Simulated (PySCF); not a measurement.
These compounds are isomers of formula C5H11BO3.

A. `O1B(OC(C)C)OCC1`
B. SMILES CC(C)[C@H]1COB(O)O1
C. `CO[C@H]1C[C@H](B(O)O)C1`

Spectrum 1. ¹H NMR (300 MHz, computed): δ 4.11 (m, 1H), 3.69 (m, 1H), 3.67 (m, 1H), 3.01 (br s, 1H), 1.21 (m, 1H), 1.14 (m, 3H), 0.65 (d, 3H). ¹³C{¹H} NMR (computed): δ 84.2 (CH), 73.6 (CH2), 37.8 (CH), 21.3 (CH3), 18.1 (CH3).

Spectrum 2. ¹H NMR (300 MHz, computed): δ 4.15 (sept, 1H), 4.12 (s, 4H), 1.15 (d, 6H). ¹³C{¹H} NMR (computed): δ 68.0 (CH), 67.0 (CH2), 25.2 (CH3).

Spectrum 3. ¹H NMR (300 MHz, computed): δ 3.70 (br s, 2H), 3.36 (m, 1H), 3.11 (s, 3H), 2.14 (m, 2H), 1.84 (m, 2H), 1.09 (m, 1H). ¹³C{¹H} NMR (computed): δ 74.3 (CH), 55.2 (CH3), 33.5 (CH2), 10.1 (CH).

Calculated, not measured (PySCF 2.14): PBE0-D3(BJ)/def2-SVP structure, GIAO PBE0/pcSseg-1 shieldings. Single conformer, no solvent model, relativity neglected, one averaged value for each set of equivalent atoms.

δ = σ(ref) − σ, references computed at the same level: ¹H (31.27 ppm), ¹³C (184.41 ppm) vs TMS. Where no couplings were computed, multiplicities follow the n + 1 count of equivalent neighbours, and m marks all less simple cases (inequivalent or close neighbours, rings, F or P nearby). Carbons bonded to boron are broad in practice. Shifts are as computed. Against solution values, carbons near 30 ppm lie about +2 ppm off and those near 130 ppm about +5 ppm. Of 1309 compounds with measured shifts, 239 miss one by over three times the rms of a fit or turn the order of signals round; such compounds aren't used in these exercises. OH and NH positions are gas-phase values without hydrogen bonding to other molecules.

Q: Match each spectrum to its structure.

A: 1–B, 2–A, 3–C.

- Spectrum 1 (B): 5 ¹³C signals; δC 84.2 is an sp3 CH bonded to O; δC 73.6 is an sp3 CH2 bonded to O.
- Spectrum 2 (A): 3 ¹³C signals; δC 68.0 is an sp3 CH bonded to O; δC 67.0 is an sp3 CH2 bonded to O.
- Spectrum 3 (C): 4 ¹³C signals; δC 74.3 is an sp3 CH bonded to O; δC 55.2 is a methyl carbon bonded to O.
